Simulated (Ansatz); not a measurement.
Cost and result for the atomization energy of C₂H₉GaSi (`C[SiH2][CH2][GaH2]`) (13 atoms, 12 bonds).

Z-matrix (Å, degrees):
```
C
Si 1 1.871
H 1 1.093 2 110.7
H 1 1.093 2 110.9 3 120.1
H 1 1.093 2 110.7 3 -119.9
C 2 1.869 1 112.9 3 59.8
H 2 1.493 1 109.3 3 -61.9
H 2 1.493 1 109.3 3 -178.4
Ga 6 1.965 2 112.6 1 179.1
H 6 1.095 2 108.3 1 58.0
H 6 1.095 2 108.3 1 -59.8
H 9 1.572 6 119.9 2 89.3
H 9 1.572 6 119.8 2 -89.9
```

Charge 0, multiplicity 1. Correlated methods include outer-core shells of Ga, which these sets cover unevenly. Scalar relativity is left out up to krypton. Geometry: relaxed with PBE0-D4/def2-TZVP. It is one conformer, not always the lowest. Program: Ansatz. All runs use 4 threads of an Arm Neoverse V1 on a shared host. Times are those of one run each, without the atoms' runs, and a repeat can differ threefold. Electronic energies, without spin–orbit coupling; frozen cores. CCSD(T)/CBS adds CCSD(T) − MP2 in def2-TZVPP to the MP2 limit, and its time is that of the two runs behind it. T1 = 0.012. With those shells the extrapolation isn't a true limit. HSE06 is the plane-wave form, built on full-range PBE exchange.

CCSD(T)/CBS is a level of theory with its own doubt, some kJ/mol a heavy atom from the limit and from the frozen cores, so smaller differences don't rank the functionals.

```json
{"level": "revPBE-D4/def2-TZVPP", "functions": "278", "wall time": "3.7 s"}
{"level": "BLYP-D4/def2-TZVPP", "functions": "278", "wall time": "3.8 s"}
{"level": "PBE-D4/def2-TZVPP (with forces)", "functions": "278", "wall time": "4.7 s"}
{"level": "BHLYP-D4/def2-TZVPP", "functions": "278", "wall time": "7 s"}
{"level": "HSE06-D4/def2-TZVPP", "functions": "278", "wall time": "8 s"}
{"level": "r2SCAN-D4/def2-TZVPP (with forces)", "functions": "278", "wall time": "8 s"}
{"level": "r2SCANh-D4/def2-TZVPP", "functions": "278", "wall time": "11 s"}
{"level": "CCSD(T)/def2-SVP", "functions": "123", "wall time": "12 s"}
{"level": "ωB97X-V/def2-TZVPP", "functions": "278", "wall time": "13 s"}
{"level": "ωB97M-V/def2-TZVPP (with forces)", "functions": "278", "wall time": "20 s"}
{"level": "MP2/def2-QZVPP", "functions": "543", "wall time": "56 s"}
{"level": "CCSD(T)/def2-TZVPP", "functions": "278", "wall time": "5.3 min"}
{"level": "CCSD(T)/CBS(def2)", "functions": "–", "wall time": "6.2 min"}
```

(1) What atomization energy does each give, and how far from CCSD(T)/CBS? (Best estimate.)

## Answers

(1) The calculation gave: 
```
                             level  atomization (kJ/mol)  difference from CCSD(T)/CBS  per bond
              revPBE-D4/def2-TZVPP                4188.9                        -84.0      -7.0
                BLYP-D4/def2-TZVPP                4200.3                        -72.6      -6.0
   PBE-D4/def2-TZVPP (with forces)                4259.0                        -13.9      -1.2
               BHLYP-D4/def2-TZVPP                4199.2                        -73.7      -6.1
               HSE06-D4/def2-TZVPP                4247.5                        -25.4      -2.1
r2SCAN-D4/def2-TZVPP (with forces)                4271.6                         -1.3      -0.1
             r2SCANh-D4/def2-TZVPP                4261.2                        -11.7      -1.0
                  CCSD(T)/def2-SVP                4054.0                       -218.9     -18.2
                ωB97X-V/def2-TZVPP                4282.7                          9.8       0.8
  ωB97M-V/def2-TZVPP (with forces)                4265.6                         -7.3      -0.6
                    MP2/def2-QZVPP                4237.8                        -35.1      -2.9
                CCSD(T)/def2-TZVPP                4190.5                        -82.4      -6.9
                 CCSD(T)/CBS(def2)                4272.9                          0.0       0.0
```

In def2-TZVPP, CCSD(T) changes the Hartree–Fock value by +934.9 kJ/mol (the triples alone add +40.4 kJ/mol) and MP2 by +933.5 kJ/mol; breaking electron pairs costs correlation energy, which Hartree–Fock lacks. At CCSD(T), def2-SVP lies −218.9 kJ/mol from the extrapolated value and def2-TZVPP −82.4 kJ/mol: correlation converges slowly with the basis, and small sets miss more of it in the bonded molecule than in its fragments. From r2SCAN to r2SCAN0 (25 % exact exchange), in def2-TZVPP and without D4, the atomization energy moves by −25.5 kJ/mol: exact exchange takes away binding that semilocal exchange gives to molecules.
